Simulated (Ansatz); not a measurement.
A run for Ansatz (a program for electronic structure): R-CCSD(T)/def2-TZVPP on C2H6Cd (SMILES [CH3][Cd][CH3]). Elements past Kr take the def2 small-core potentials; no spin–orbit coupling.

Ansatz 0.2 input:
```yaml
crystal:
  periodic: [false, false, false]
  atoms:
    - {symbol: Cd, position_ang: [-0.00258569, -0.00101614, 0.00006120]}
    - {symbol: C, position_ang: [0.43554524, -0.95221251, 1.86127256]}
    - {symbol: C, position_ang: [-0.43611041, 0.95201133, -1.86128050]}
    - {symbol: H, position_ang: [-0.48725858, -1.20406741, 2.38486163]}
    - {symbol: H, position_ang: [1.02560595, -0.28889271, 2.49454916]}
    - {symbol: H, position_ang: [1.00224743, -1.86864336, 1.69334556]}
    - {symbol: H, position_ang: [-1.51417628, 1.03590270, -2.00227469]}
    - {symbol: H, position_ang: [-0.02042239, 0.37445950, -2.68761662]}
    - {symbol: H, position_ang: [-0.00294527, 1.95255859, -1.88301829]}
basis:
  gaussian:
    orbitals: def2-TZVPP
magnetization: {spin_polarized: false}
correlation: {method: ccsd_t, electrons: outside_noble_gas}
scf: {lower_state_search: off}
```

The log:

```
WARN ansatz: RAYON_NUM_THREADS=4 ignored (pool sized by the plan → 4); use --threads N
Functional definition: HF
these checks for a lower state are left out or cut short: stability, starts, cluster_reference, orbital_swaps, neighbouring_geometries, increment
integrals: 0.82 GiB planned
1218 factors; integrals over basis functions are off by at most 1.1e-3 eV
mean field: 0.65 GiB planned
mean field evaluation 1: about -6693.0895 eV, gradient 3.6e1 eV
mean field evaluation 2: about -6693.3579 eV, gradient 3.6e1 eV
mean field evaluation 4: about -6696.4756 eV, gradient 3.2e0 eV
mean field evaluation 8: about -6696.5110 eV, gradient 2.4e-1 eV
mean field -6696.51116535 eV, -246.0922462682 hartree, gradient 4.2e-6 eV, S^2 0.000000; 0 other end points of the search recorded, 0 dependent functions left out
6 core orbitals not correlated
reference -6696.51116535 eV, -246.0922462682 hartree; 13, 13 occupied and 183, 183 virtual orbitals, 1218 factors
second order -22.63898773 eV of doubles, -0.00000000 eV of singles
coupled cluster: 2.67 GiB planned
cycle   1  -21.92770882 eV  change    7.1e-1 eV  update   9.1e-2
cycle   2  -22.40173277 eV  change   -4.7e-1 eV  update   2.5e-2
cycle   3  -22.48600636 eV  change   -8.4e-2 eV  update   1.4e-2
cycle   4  -22.46607939 eV  change    2.0e-2 eV  update   4.2e-3
cycle   5  -22.46624732 eV  change   -1.7e-4 eV  update   1.9e-3
cycle   6  -22.46701015 eV  change   -7.6e-4 eV  update   4.7e-4
cycle   7  -22.46662322 eV  change    3.9e-4 eV  update   1.4e-4
cycle   8  -22.46657869 eV  change    4.5e-5 eV  update   3.8e-5
cycle   9  -22.46660996 eV  change   -3.1e-5 eV  update   1.1e-5
perturbative correction -0.83725240 eV, -0.0307684583 hartree
Total energy: -6719.81502771 eV, -246.9486474143 hartree
Checks for a lower state left out: stability, starts, cluster_reference, orbital_swaps, neighbouring_geometries, increment
```

The run converged.

Cost: very roughly 90 core-seconds.
